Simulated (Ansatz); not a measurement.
Wavefunction ladder for AlClFHS (`[F][Al]([SH])[Cl]`)

Z-matrix (Å, degrees):
```
Al
F 1 1.637
Cl 1 2.076 2 119.2
S 1 2.155 2 118.4 3 -180.0
H 4 1.345 1 91.8 2 179.9
```

The species carries charge 0 and has multiplicity 1. Geometry: relaxed with PBE0-D4/def2-TZVP. It is one conformer, not always the lowest. Frozen core, restricted reference, Ansatz. CBS rows extrapolate triple and quadruple zeta; past MP2 they add the triple-zeta difference.

| basis | HF (Eh) | MP2 corr. | CCSD corr. | (T) | CCSD(T) total |
| --- | --- | --- | --- | --- | --- |
| def2-SVP | -1198.74412 | -0.50316 | -0.53496 | -0.01059 | -1199.28967 |
| def2-TZVPP | -1199.25740 | -0.68366 | -0.71868 | -0.02723 | -1200.00331 |
| def2-QZVPP | -1199.29352 | -0.75048 | – | – | – |
| CBS(def2) | -1199.29850 | -0.79997 | -0.83499 | as TZ | -1200.16072 |
